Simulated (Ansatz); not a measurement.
Basis sets compared for Sn(tBu)Me3 (C7H18Sn). Charge 0, multiplicity 1. Geometry PBE-D4/def2-SVP. Ansatz on 2 threads of AMD EPYC 7R13 on a shared host and a share (18 GiB) of an NVIDIA H100 80GB HBM3; times are rough, and most runs start from earlier orbitals.

```xyz
26

Sn   -0.673   -0.659   -0.351
C     0.812    0.796    0.424
C     1.777    1.157   -0.712
C     1.571    0.144    1.585
C     0.063    2.044    0.908
H     2.540    1.892   -0.361
H     2.329    0.271   -1.089
H     1.254    1.621   -1.575
H     2.113   -0.773    1.270
H     0.896   -0.135    2.422
H     2.333    0.845    2.001
H    -0.655    1.812    1.722
H    -0.503    2.536    0.089
H     0.778    2.801    1.310
C    -1.912   -1.372    1.294
H    -2.697   -2.055    0.914
H    -2.402   -0.519    1.804
H    -1.293   -1.920    2.031
C     0.374   -2.341   -1.260
H     1.076   -2.794   -0.534
H     0.947   -2.003   -2.145
H    -0.350   -3.115   -1.582
C    -1.928    0.314   -1.844
H    -1.304    0.725   -2.662
H    -2.501    1.143   -1.383
H    -2.644   -0.413   -2.276
```

In the def2 sets Sn takes a core potential; there is no spin–orbit coupling.

Binding counts from free atoms (Sn triplet, C triplet, H doublet) in the same basis, without a counterpoise term.

| level | functions | energy (Eh) | HOMO (eV) | LUMO (eV) | binding per atom (eV) | wall time |
| --- | --- | --- | --- | --- | --- | --- |
| PBE-D4/def2-SVP | 214 | -491.2758 | -5.50 | 0.05 | 3.97 | 9 s |
| PBE0-D4/def2-SVP | 214 | -491.3504 | -6.62 | 0.92 | 3.94 | 9 s |

Task: Estimate the rows for PBE-D4/def2-TZVP (with forces), PBE0-D4/def2-TZVP.

Result: 
```json
{"level": "PBE-D4/def2-TZVP (with forces)", "functions": "375", "energy (Eh)": "-491.5924", "HOMO (eV)": "-5.59", "LUMO (eV)": "-0.43", "binding per atom (eV)": "3.95", "wall time": "5.5 s"}
{"level": "PBE0-D4/def2-TZVP", "functions": "375", "energy (Eh)": "-491.6560", "HOMO (eV)": "-6.66", "LUMO (eV)": "0.37", "binding per atom (eV)": "3.92", "wall time": "8 s"}
```
